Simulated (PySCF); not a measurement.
Computed shifts of a molecule C₄H₇FSi, PBE/pcSseg-1 in PySCF, GIAO, gas phase, atoms alike by connectivity averaged where their shifts nearly agree, in ppm (number of nuclei): ¹⁹F: -203.8 (1). ¹³C: 164.3 (1), 157.3 (1), 97.5 (1), 49.5 (1). ²⁹Si: -90.6 (1). ¹H: 7.41 (1), 5.69 (1), 4.45 (3), 3.37 (1), 3.24 (1). References: ¹⁹F against CFCl3 (σ = 133.6 ppm); ¹³C against TMS (σ = 182.0 ppm); ²⁹Si against TMS (σ = 335.4 ppm); ¹H against TMS (σ = 31.49 ppm), references at their B3LYP-D3(BJ)/def2-TZVP geometries, non-relativistic. Coordinates come from a TPSSh-D3(BJ)/def2-SVP optimisation. One conformer was computed; it need not be the lowest.

**Question.** Which structure fits?
A. F[C@H]1C=C[C@@H]1[SiH3]
B. C#CC[Si@@H](C)F
C. C[C@H]1C=C(F)[SiH2]1
D. F[C@@H]1CC=C1[SiH3]

**Answer.** D, F[C@@H]1CC=C1[SiH3]
